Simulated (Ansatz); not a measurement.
Consider the formal exchange of groups at the Hf–Cl bond: `[OH][Hf]([F])([Cl])[Br]` + CH₄ → `[CH3][Hf]([OH])([F])[Br]` + HCl.

Gas-phase electronic energies from Ansatz, PBE0-D4/def2-TZVP geometries. CCSD(T)/CBS adds triple-zeta CCSD(T) − MP2 to the extrapolated MP2 energy (def2 sets, frozen cores). This one scheme is used for every species. Functionals use def2-TZVPP. B3LYP here is the variant with VWN-RPA as its local correlation; programs differ in this. HSE06 is defined as in plane-wave codes. def2 core potentials past Kr. For Br, Hf outer-core shells are correlated without core-valence functions, which leaves a few kJ/mol of doubt a bond. Scalar relativity is left out up to krypton. One conformer a species, not always the lowest.

`[OH][Hf]([F])([Cl])[Br]`:

```xyz
6

O    -1.393    0.390   -0.286
Hf    0.413   -0.025    0.065
F     1.365    1.587    0.342
Cl    1.337   -1.140   -1.776
Br    0.575   -1.439    2.123
H    -2.297    0.628   -0.469
```

CH₄:

Cartesian coordinates in Å:
```
C 0.000 0.000 0.000
H -0.324 -0.881 -0.554
H -0.721 0.804 -0.142
H 0.976 0.319 -0.364
H 0.069 -0.243 1.060
```

`[CH3][Hf]([OH])([F])[Br]`:

```xyz
9

C     0.176    0.506   -1.301
Hf   -0.511   -0.303    0.627
O     1.000   -0.201    1.770
F    -1.906    0.860    1.189
Br   -1.306   -2.656    0.206
H    -0.639    0.502   -2.034
H     0.534    1.537   -1.206
H     0.997   -0.093   -1.711
H     1.655   -0.153    2.459
```

HCl:

Cartesian coordinates in Å:
```
Cl 0.571 0.120 -0.262
H -0.571 -0.120 0.262
```

| level | ΔE (kJ/mol) | difference from CCSD(T)/CBS |
| --- | --- | --- |
| LDA (SPW92) | 197.6 | -5.1 |
| PBE-D4 | 201.3 | -1.4 |
| revPBE-D4 | 201.9 | -0.8 |
| BLYP-D4 | 205.3 | 2.6 |
| r2SCAN-D4 | 210.2 | 7.5 |
| B97M-V | 214.0 | 11.3 |
| PBE0-D4 | 204.8 | 2.1 |
| B3LYP-D4 | 207.9 | 5.2 |
| r2SCANh-D4 | 210.3 | 7.6 |
| HSE06-D4 | 204.8 | 2.1 |
| BHLYP-D4 | 213.6 | 10.9 |
| CAM-B3LYP-D4 | 207.8 | 5.1 |
| ωB97X-V | 206.4 | 3.7 |
| ωB97M-V | 204.6 | 1.9 |
| B2PLYP | 209.8 | 7.1 |
| PBE-QIDH | 208.9 | 6.2 |
| revPBE | 202.2 | -0.5 |
| r2SCAN | 210.5 | 7.8 |
| PBE0 | 205.1 | 2.4 |
| B3LYP | 208.2 | 5.5 |
| r2SCANh | 210.6 | 7.9 |
| r2SCAN0 | 210.8 | 8.1 |
| HSE06 | 205.1 | 2.4 |
| BHLYP | 213.3 | 10.6 |
| CAM-B3LYP | 208.1 | 5.4 |
| LC-ωPBE | 204.7 | 2.0 |
| RPA@PBE/def2-TZVPP | 196.6 | -6.1 |
| HF/def2-SVP | 227.9 | 25.2 |
| MP2/def2-SVP | 216.2 | 13.5 |
| CCSD/def2-SVP | 211.7 | 9.0 |
| CCSD(T)/def2-SVP | 212.6 | 9.9 |
| HF/def2-TZVPP | 221.2 | 18.5 |
| SCS-MP2/def2-TZVPP | 207.4 | 4.7 |
| CCSD/def2-TZVPP | 202.0 | -0.7 |
| HF/def2-QZVPP | 221.0 | 18.3 |
| MP2/def2-QZVPP | 208.0 | 5.3 |
| SCS-MP2/def2-QZVPP | 207.6 | 4.9 |
| HF/CBS(def2) | 220.9 | 18.2 |
| MP2/CBS(def2) | 208.2 | 5.5 |
| CCSD/CBS(def2) | 202.4 | -0.3 |
| CCSD(T)/CBS | 202.7 | 0 |

Largest T1 diagnostic among the species: 0.014.

At CCSD(T), def2-SVP lies +9.9 kJ/mol from the extrapolated value and def2-TZVPP −0.4 kJ/mol. In def2-TZVPP, CCSD(T) changes the Hartree–Fock value by −18.9 kJ/mol (the triples alone add +0.3 kJ/mol) and MP2 by −13.4 kJ/mol.
